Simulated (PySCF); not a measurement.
# One molecule, several mistakes: BH6OSi2

Calculated results; nothing here was measured. They come from PySCF 2.14.0, an open-source quantum chemistry program, on an isolated molecule that a program drew, which may never have been made. The molecule is BH6OSi2 (charge 0, doublet), drawn as the SMILES string `O[SiH2]B[SiH2]`.

Each row is a Hartree-Fock (HF) and frozen-core CCSD(T) single point in the cc-pV(D+d)Z basis, meant for a local HF minimum. Run 1 is clean. Each other run has one planted mistake out of seven kinds, and not every kind appears here: one electron removed, one electron added, multiplicity raised by two, geometry at a saddle point, minimal basis STO-3G, one bond length entered in bohr, all coordinates scaled. The reference is restricted for singlets and unrestricted otherwise, and also for a bond in bohr. Adding or removing an electron swaps singlet and doublet. Electrons count all cores. HOMO and LUMO are orbital energies over both spins, the gradient is its largest component, and the lowest frequency (negative if imaginary) is given only where the gradient is small. Bond lengths are over the 9 bonds as drawn. T1 is the CCSD diagnostic: over 0.02 (restricted) or 0.045 (unrestricted) a single reference is doubtful.

Geometry of the clean run:
```xyz
10
BH6OSi2, angstrom
O     0.8714    1.1822    0.9080
Si    0.8490    0.0377   -0.2980
B    -1.0457   -0.6212   -0.5266
Si   -2.5185    0.0443    0.5429
H     1.6944    1.5881    1.1346
H     1.3648    0.6267   -1.5628
H     1.7641   -1.0818    0.0513
H    -1.2940   -1.4577   -1.3517
H    -3.9148   -0.4177    0.4005
H    -2.4020    1.0661    1.5981
```

```
run,electrons,basis functions,<S^2>,HOMO (eV),LUMO (eV),gradient (hartree/bohr),lowest frequency (cm^-1),mean bond (Å),longest bond (Å),T1,HF (hartree),CCSD(T) (hartree),mistake
1,47,104,0.761,-8.33,0.36,4.0e-05,82,1.5213,2.019,0.0146,-680.89607,-681.42205,no fault
2,47,34,0.760,-5.46,5.26,5.8e-02,-,1.5213,2.019,0.0167,-672.84042,-673.03480,minimal basis STO-3G
3,48,104,0.000,-1.20,7.56,3.6e-02,-,1.5213,2.019,0.0157,-680.90982,-681.47961,one electron added
4,47,104,3.782,-5.74,-1.76,4.0e-02,-,1.5213,2.019,0.0208,-680.74788,-681.26494,?
```

**Which mistake was planted in run 4, and what did it cost?**

Electrons, basis and geometry are unchanged, and <S^2> is 3.782, beside S(S+1) = 3.75 for a multiplicity of 4. So the mistake is: multiplicity raised by two. Subtracting run 1 and multiplying by 627.51 kcal/mol a hartree, the energy moved by 93.0 kcal/mol in HF and 98.6 kcal/mol in CCSD(T).

